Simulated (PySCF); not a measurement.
C2Cl3, SMILES Cl[C]=C(Cl)Cl (connectivity only; charge and spin as stated), charge +1, multiplicity 1.

Geometry optimised at B3LYP-D3(BJ)/def2-SVP. The spin state was assumed, not searched. The isomer is the one that the SMILES or the coordinates give; other isomers of the formula were not compared.

Two levels are set side by side: TDA-PBE/def2-SVPD (PySCF) and TDA-M06-2X/def2-SVPD (PySCF). Vertical, same geometry. The lowest singlet is HOMO→LUMO 100 % with PBE and HOMO→LUMO 97 % with the other functional; states are paired by order. Differences are taken from unrounded values.

```tsv
quantity	TDA-M06-2X	TDA-PBE	TDA-PBE minus TDA-M06-2X
lowest singlet excitation (eV)	1.19	1.24	0.05
lowest triplet excitation (TDA) (eV)	0.80	0.72	-0.08
first bright state (f over 0.05) (eV)	6.36	3.71	-2.64
its oscillator strength	0.10	0.05	-0.05
```

Rough cost on one machine, each run with all the roots and properties that it gave: TDA-M06-2X against TDA-PBE about 9 times.
